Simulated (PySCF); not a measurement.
**C₆ coefficients of unlike pairs at PBE**

Calculated with PySCF 2.14 from the dipole response of each species, C₆(A,B) = (3/π) ∫ α_A(iu) α_B(iu) du, in atomic units, from isotropic polarisabilities. For ions this is the dispersion term alone; charge-induced terms of lower order in 1/R come first.

```
species       configuration                                                                           basis      relativity  α (bohr³)  C₆ (like pair)
   Nb²⁺       [Kr] 4d3 (4F)  x2c-TZVPPall with one added diffuse shell each of s, p, d, f type (9s7p7d3f1g)   spin-free X2C      11.53           59.71
   As³⁺  [Ar] 3d10 4s2 (1S)                                       aug-cc-pVQZ-PP with ECP10MDF (7s6p5d3f2g)  core potential      6.738           20.32
    Ne⁺   [He] 2s2 2p5 (2P)     aug-cc-pVTZ with one added diffuse shell each of s, p, d, f type (6s5p4d3f)            none      1.407           2.493
   Ni²⁺       [Ar] 3d8 (3F)                                                         dyall-av2z (16s12p7d2f)            none      3.291           9.054
```

Estimate C₆ for As³⁺ with Nb²⁺.

The integral gives 34.68. The combination rule 2 C_A C_B / (C_A α_B/α_A + C_B α_A/α_B) gives 34.84 and the geometric mean 34.84.

No spin-orbit coupling is included.

The other pairs:

```tsv
pair	C₆
Ne⁺, As³⁺	6.396
Ni²⁺, Nb²⁺	22.47
Ni²⁺, As³⁺	12.81
Ni²⁺, Ne⁺	4.713
Ne⁺, Nb²⁺	11.36
```
